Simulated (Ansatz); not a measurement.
Consider the isomerisation: `CBC[SiH2]C` → `B[Si](C)(C)C`.

Isolated molecules relaxed with PBE0-D4/def2-TZVP in Ansatz; ΔE leaves out vibrations. CBS: MP2 limit from def2 TZ/QZ plus the TZ coupled-cluster correction, frozen cores. Functionals use def2-TZVPP. Each species was taken in one conformer, which may not be the lowest.

| level | ΔE (kJ/mol) |
| --- | --- |
| PBE0-D4 | 61.8 |
| ωB97X-V | 60.2 |

(1) What does CCSD(T)/CBS give? (An estimate is asked.)

Largest T1 diagnostic among the species: 0.010.

## Answers

(1) The calculation gave: +59.5 kJ/mol. The listed levels differ from it by 2.3, 0.7 kJ/mol.
